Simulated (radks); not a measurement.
Spin polarisation of the 4f5 shell in the promethium ion Pm+. Start: [Xe] 4f(up 2.5, down 2.5) 6s(up 0.5, down 0.5); electrons of 4f are moved from spin down to spin up, other shells keep equal spins. Calculated with a radial shooting solver on a logarithmic mesh with Libxc functionals: scalar-relativistic Kohn-Sham, BLYP, spin-polarised, spherical densities, finite nucleus; Fermi nuclear charge, rms radius of each element as measured or else 0.836 A^(1/3) + 0.57 fm.

| moment (Bohr magnetons) | E - E(0) (eV) | e(4f up) (eV) | e(4f down) (eV) | 6s down minus up (eV) | 5p down minus up (eV) |
|---|---|---|---|---|---|
| 0 | 0.000 | -7.972 | -7.972 | 0.000 | 0.000 |
| 1 | -0.161 | -8.271 | -7.629 | 0.047 | 0.330 |
| 2 | -0.642 | -8.526 | -7.246 | 0.094 | 0.659 |
| 3 | -1.441 | -8.732 | -6.820 | 0.142 | 0.988 |
| 4 | -2.554 | -8.883 | -6.351 | 0.192 | 1.317 |
| 5 | -3.972 | -8.968 | -5.833 | 0.244 | 1.645 |

At moment 5 the spin-polarisation energy is -3.972 eV and the 4f exchange splitting 3.135 eV, that is 0.627 eV per Bohr magneton; E = -I m^2/4 would give I = 0.636 eV.
